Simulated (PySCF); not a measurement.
Simulated outer-valence photoelectron spectrum of `[H]/N=C/[O][GeH3]`. The calculation used EOM-IP-CCSD/aug-cc-pVDZ in PySCF, restricted Hartree–Fock reference, frozen core, non-relativistic, gas phase, PBE0-D3(BJ)/def2-SVP geometry.

Each root has a Gaussian of 0.6 eV full width with its one-hole share as area; cross sections and vibrations are left out, and the highest printed point is 100.

| ionisation energy (eV) | intensity |
| --- | --- |
| 9.4 | 0 |
| 9.6 | 3 |
| 9.8 | 14 |
| 10.0 | 40 |
| 10.2 | 68 |
| 10.4 | 76 |
| 10.6 | 56 |
| 10.8 | 27 |
| 11.0 | 7 |
| 11.2 | 1 |
| 11.4 | 3 |
| 11.6 | 13 |
| 11.8 | 38 |
| 12.0 | 71 |
| 12.2 | 96 |
| 12.4 | 100 |
| 12.6 | 74 |
| 12.8 | 35 |
| 13.0 | 10 |
| 13.2 | 2 |
| 13.4 | 0 |
| 13.6 | 0 |
| 13.8 | 0 |
| 14.0 | 4 |
| 14.2 | 16 |
| 14.4 | 36 |
| 14.6 | 45 |
| 14.8 | 31 |
| 15.0 | 16 |
| 15.2 | 22 |
| 15.4 | 41 |
| 15.6 | 44 |
| 15.8 | 26 |
| 16.0 | 8 |
| 16.2 | 1 |
| 16.4 | 0 |
| 16.6 | 0 |
| 16.8 | 0 |
| 17.0 | 3 |
| 17.2 | 13 |
| 17.4 | 33 |
| 17.6 | 44 |
| 17.8 | 33 |
| 18.0 | 13 |
| 18.2 | 3 |
| 18.4 | 0 |

Q: Where are the maxima, and how many lines lie under the curve?

A: 5 maxima, at 10.4, 12.3, 14.6, 15.5 and 17.6 eV, from 8 lines. At this width some lines have no maximum of their own.

Q: List the lines with their holes.

A: 
| E (eV) | leading hole (HF orbital) | area | Koopmans (eV) |
| --- | --- | --- | --- |
| 10.20 | HOMO | 0.94 | 11.10 |
| 10.51 | HOMO-1 | 0.94 | 11.90 |
| 12.02 | HOMO-4 | 0.94 | 14.07 |
| 12.33 | HOMO-2 | 0.95 | 12.93 |
| 12.53 | HOMO-3 | 0.95 | 12.98 |
| 14.57 | HOMO-5 | 0.92 | 16.39 |
| 15.53 | HOMO-6 | 0.94 | 17.23 |
| 17.60 | HOMO-7 | 0.91 | 19.16 |

The widest gap, 2.07 eV, lies between 15.53 and 17.60 eV. Only orbitals with −ε under 21 eV, eight at most, were ionised, so the high end of the curve may lack lines.

Time: 5.8 min of wall time; peak memory 2.5 GiB. Hardware: an Arm Neoverse V1 with one thread, no GPU, shared host with 32 logical CPUs at a one-minute load of 24.

Shape of the structure used: `[H]/[N:1]=[CH:2]/[O:3][GeH3:4]`: N1–C2–O3–Ge4 0°.

One conformer stands for the species.
